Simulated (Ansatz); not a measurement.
(1) Predict a relaxed structure of Cu(PF3)H (CuPHF3), charge 0, singlet, at PBE0-D4/def2-SVP (Ansatz).

Results:

(1) 
```xyz
6

Cu    1.418    0.239    0.657
P    -0.542   -0.096   -0.248
F    -1.110   -1.567   -0.317
F    -0.755    0.319   -1.756
F    -1.800    0.621    0.382
H     2.789    0.484    1.281
```
Point group C3v (tolerance 0.1 Å). The metal has 2 neighbours: P 2.18 Å, H 1.53 Å. This is one stationary point.
